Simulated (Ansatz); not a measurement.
`O[SiH2][Zn][SiH3]`, charge 0, multiplicity 1.

Task: Give a relaxed structure at PBE0-D4/def2-TZVP (Ansatz). (Best estimate.)

Result: The calculation gave: 
Cartesian coordinates in Å:
```
O 1.0986 1.7472 2.2815
Si -0.1612 1.7566 1.1920
Zn -0.2280 -0.1894 -0.2369
Si -0.2867 -2.1296 -1.6484
H 1.9846 1.7087 1.9207
H -0.1325 3.0188 0.3849
H -1.3792 1.8403 2.0456
H 0.9891 -2.9029 -1.5909
H -0.5072 -1.7758 -3.0819
H -1.3776 -3.0740 -1.2665
```
This is one stationary point; other conformers may exist.
